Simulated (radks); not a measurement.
Spherical quantum dot in the effective-mass picture: electrons in a well V = -V0 / (1 + exp((r - R)/a)) with V0 = 11.3, R = 3.7, a = 0.21, all in effective atomic units (hartree* = m*/eps^2 hartree, bohr* = eps/m* bohr), one dielectric constant everywhere. Method: non-relativistic Kohn-Sham, LDA (Slater exchange, Perdew-Wang correlation), spin-polarised, spherical densities; computed with a radial shooting solver with Libxc functionals. Levels are named by radial order and angular momentum (1s, 1p, 1d, 2s, ...), and open shells are averaged over m.

N = 13, configuration 1s2 1p6 1d(up 5, down 0). This is the lowest configuration that the search found. Occupied and some empty levels:

| level | occupation | eigenvalue (hartree*) | <r> (bohr*) |
|---|---|---|---|
| 1s up | 1 | -6.3174 | 2.289 |
| 1s down | 1 | -6.2376 | 2.269 |
| 1p up | 3 | -6.0814 | 2.447 |
| 1p down | 3 | -5.9959 | 2.441 |
| 1d up | 5 | -5.7056 | 2.571 |
| 1d down | 0 | -5.6176 | 2.570 |
| 1f up | 0 | -5.2132 | 2.673 |
| 1f down | 0 | -5.1246 | 2.675 |
| 2s up | 0 | -5.1109 | 1.755 |
| 2s down | 0 | -5.0685 | 1.757 |
| 2p up | 0 | -4.4751 | 2.040 |
| 2p down | 0 | -4.4217 | 2.036 |

Energy (hartree*): total -106.963, kinetic 9.9205, external -143.07, Hartree 31.193, exchange-correlation -5.0039.

Electron density:

| r (bohr*) | n(r) (e/bohr*^3) |
|---|---|
| 0.101 | 0.01359 |
| 0.355 | 0.01594 |
| 0.609 | 0.02130 |
| 0.864 | 0.03037 |
| 1.12 | 0.04386 |
| 1.37 | 0.06190 |
| 1.63 | 0.08340 |
| 1.88 | 0.1051 |
| 2.13 | 0.1211 |
| 2.39 | 0.1240 |
| 2.64 | 0.1084 |
| 2.90 | 0.07648 |
| 3.15 | 0.04026 |
| 3.40 | 0.01432 |
| 3.66 | 0.003205 |
| 3.91 | 0.0004782 |
| 4.17 | 0.00005701 |
| 4.42 | 6.255e-06 |
| 4.68 | 6.724e-07 |
| 4.93 | 7.410e-08 |
